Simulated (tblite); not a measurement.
Task: What does the GFN2-xTB structure of `[CH2+][CH]C(=O)C(C)C` [radical] look like in three dimensions? (Charge +1 and doublet state.)

Result: 
```xyz
17
C6H10O angstrom
C      2.4432    0.3535   -0.0486
C      1.7897   -0.7592    0.2307
C      0.4073   -0.8744    0.7423
O      0.0196   -1.6245    1.5616
C     -0.5781    0.1595    0.0382
C     -1.7424   -0.6535   -0.4733
C     -0.9117    1.1387    1.1439
H      3.4945    0.3158   -0.2982
H      2.0187    1.3453   -0.0076
H      2.2633   -1.7361    0.1857
H     -0.0451    0.6411   -0.7829
H     -2.4053    0.0217   -1.0212
H     -1.4332   -1.4206   -1.1821
H     -2.3022   -1.1158    0.3362
H     -0.0273    1.5979    1.5846
H     -1.4961    1.9496    0.7007
H     -1.5019    0.6729    1.9298
```

Any rigid rotation of these coordinates is as good. Atoms count from 1 in this order. Of the pairs four or more bonds apart, C1···H11 is among the closest relative to their van der Waals radii: 2.61 Å, 90 % of the sum of Bondi's values. C2 (carbon bonded to 2 C and H) is planar (angles 127.0°, 122.2° and 110.6°, sum 359.8°, 0.03 Å off the plane of its three neighbours). The 5 C–C bonds span 1.320 Å (C1–C2, drawn single) to 1.592 Å (C3–C5, drawn single), a spread of 0.272 Å. C1 (carbon bonded to C and 2 H) is planar (angles 124.9°, 120.0° and 115.0°, sum 359.9°, 0.02 Å off the plane of its three neighbours).

Bonds between heavy atoms (Å): C1–C2 1.320, C2–C3 1.479, C3=O4 1.177, C3–C5 1.592, C5–C6 1.509, C5–C7 1.514.

Structure optimised with GFN2-xTB, isolated species. This method treats the open shell by occupation alone, without spin polarisation.

Point group: C1 (no symmetry element, even within 0.4 Å). Its GFN2-xTB frequencies are all real (lowest 46 cm⁻¹). Torsions: H–C1–C2–C3 172° and -5°, C1–C2–C3–O4 -140°, C2–C3–C5–C6 127°. 3 starts were optimised and ended at 0.00, 0.03 and 1.70 kcal/mol (GFN2-xTB); the lowest of these is shown.

On an Arm Neoverse V2 with one thread, shared host, this took 0.7 s of wall time. This is the geometry optimisation.

One conformer stands for the species.

All values are computed, not measured.
